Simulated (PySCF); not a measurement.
This script is equivalent to a calculation on Cr⁺ (chromium, charge +1).

```python
from pyscf import gto, scf, dft, mp, cc
import basis_set_exchange as bse
mol = gto.M(atom="Cr 0 0 0", charge=1, spin=5, symmetry="D2h",
            basis=gto.basis.parse(bse.get_basis("x2c-SVPall", elements=["Cr"], fmt="nwchem", header=False)),
            nucmod="G")
mf = scf.UHF(mol).sfx2c1e()
mf.irrep_nelec = {'Ag': (5, 3), 'B1g': (1, 0), 'B2g': (1, 0), 'B3g': (1, 0), 'B1u': (2, 2), 'B2u': (2, 2), 'B3u': (2, 2)}
mf.kernel()
```

What total energy does it give?

-1049.25551 hartree (calculated).

Which occupied shell lies highest, and where?

3d α, at -17.320 eV.

What is ⟨S²⟩, and what would a pure spin state give?

8.750, against 8.75.
